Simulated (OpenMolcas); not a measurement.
Computed levels of 3d² in ions with 20 electrons, in cm-1 above ³F₂.

```json
{
  "Program": "OpenMolcas 26.06",
  "Method": "SS-CASPT2, IPEA 0.25 Eh, imaginary shift 0.1 Eh",
  "Basis": "ANO-R3",
  "Scalar Hamiltonian": "X2C, finite nucleus",
  "Spin-orbit coupling": "RASSI with atomic mean-field integrals over the reference wave functions, term energies averaged over their components"
}
```

Active space for each ion: 2 electrons in 5 orbitals (3d); closed shells correlated by CASPT2: 3s 3p.

```json
{"Level": "³F₃", "Ti2+": "195", "Cr4+": "499", "Mn5+": "737", "Co7+": "1403"}
{"Level": "³F₄", "Ti2+": "448", "Cr4+": "1136", "Mn5+": "1665", "Co7+": "3130"}
{"Level": "¹D₂", "Ti2+": "7750", "Cr4+": "13090", "Mn5+": "15120", "Co7+": "19520"}
{"Level": "³P₀", "Ti2+": "11140", "Cr4+": "16260", "Mn5+": "18490", "Co7+": "23050"}
{"Level": "³P₁", "Ti2+": "11210", "Cr4+": "16440", "Mn5+": "18760", "Co7+": "23570"}
{"Level": "³P₂", "Ti2+": "11350", "Cr4+": "16820", "Mn5+": "19340", "Co7+": "24770"}
{"Level": "¹G₄", "Ti2+": "14370", "Cr4+": "22600", "Mn5+": "25740", "Co7+": "32840"}
{"Level": "¹S₀", "Ti2+": "31660", "Cr4+": "51780", "Mn5+": "59900", "Co7+": "75940"}
```

Question: Estimate ³F₄, ¹D₂, ³P₀ for V3+ from its neighbours Ti2+ and Cr4+.

Answer: ³F₄ is fine structure, which grows about as the fourth power of a screened charge, so the fourth roots are averaged: ((448^0.25 + 1136^0.25) / 2)^4 = 733. The calculation gives 759, so the estimate is off by -3.4 %; the measured value is 735 (Sugar and Corliss, J. Phys. Chem. Ref. Data 7, 1191 (1978)).
¹D₂ is another term, which grows about linearly with the charge: (7750 + 13090) / 2 = 10420. The calculation gives 10590, so the estimate is off by -1.6 %; the measured value is 10959 (Sugar and Corliss, J. Phys. Chem. Ref. Data 7, 1191 (1978)).
³P₀ is another term, which grows about linearly with the charge: (11140 + 16260) / 2 = 13700. The calculation gives 13800, so the estimate is off by -0.7 %.

Term energies are means over components that CASPT2 splits; among the terms shown or strongly mixed into the levels shown the widest spread is 880 cm-1 (3d² ³F, Co7+). Measured partners are found by configuration, term and J. A level has none where our copy of the source lacks it or the pairing is in doubt (some pairs that miss far off the trend of their configuration count as doubtful), and it then counts in no deviation. Only configurations of the active space appear.
